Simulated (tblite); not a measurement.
Isomers of C6H7FO. Method: GFN2-xTB as coded in tblite; computed harmonic values from a numerical Hessian at the method's own geometry, unscaled. Errors from tens to a few hundred cm⁻¹ against measured bands are possible. One conformer each.

Electronic energies: GFN2-xTB at the same geometries; isomer energies are rough at this level and their order can be wrong.

| SMILES | electronic energy, lowest = 0 (kJ/mol) |
| --- | --- |
| C#C/C(C)=C(/F)OC | 211.9 |
| C=CC1(C(=O)F)CC1 | 108.5 |
| F[C@@H]1C=C[C@]12CCO2 | 181.3 |
| O=C(F)C1=CCCC1 | 0.0 |
| C=C/C(=C/C)C(=O)F | 118.6 |

Q: How do GFN2-xTB zero-point energies change the relative energies?

A: 
```
               SMILES  ZPE (kJ/mol)  of it from modes above 1550 cm⁻¹  electronic (kJ/mol)  with ZPE, lowest = 0 (kJ/mol)  lowest mode (cm⁻¹)  rings
       O=C(F)C1=CCCC1         305.0                             146.8                  0.0                            0.0                  65      1
     C=CC1(C(=O)F)CC1         299.0                             151.3                108.5                          102.6                  64      1
    C=C/C(=C/C)C(=O)F         294.8                             158.9                118.6                          108.4                  41      0
F[C@@H]1C=C[C@]12CCO2         302.8                             136.8                181.3                          179.2                  98      2
     C#C/C(C)=C(/F)OC         290.9                             152.0                211.9                          197.8                  29      0
```

The zero-point energies span 14.1 kJ/mol, from `C#C/C(C)=C(/F)OC` to `O=C(F)C1=CCCC1`. The order is unchanged.

Q: What do entropy and thermal enthalpy add at 298.15 K and 1 bar (rigid rotor, harmonic oscillator, one conformer each)?

A: 
| SMILES | point group | symmetry number | S (J/(mol K)) | H − H(0) (kJ/mol) | ZPE + H − H(0) − TS (kJ/mol) |
| --- | --- | --- | --- | --- | --- |
| O=C(F)C1=CCCC1 | C1 | 1 | 361.2 | 22.08 | 219.3 |
| C=CC1(C(=O)F)CC1 | Cs | 1 | 365.8 | 23.35 | 213.3 |
| C=C/C(=C/C)C(=O)F | C1 | 1 | 389.6 | 25.88 | 204.5 |
| F[C@@H]1C=C[C@]12CCO2 | C1 | 1 | 346.9 | 20.83 | 220.2 |
| C#C/C(C)=C(/F)OC | Cs | 1 | 408.4 | 28.27 | 197.4 |
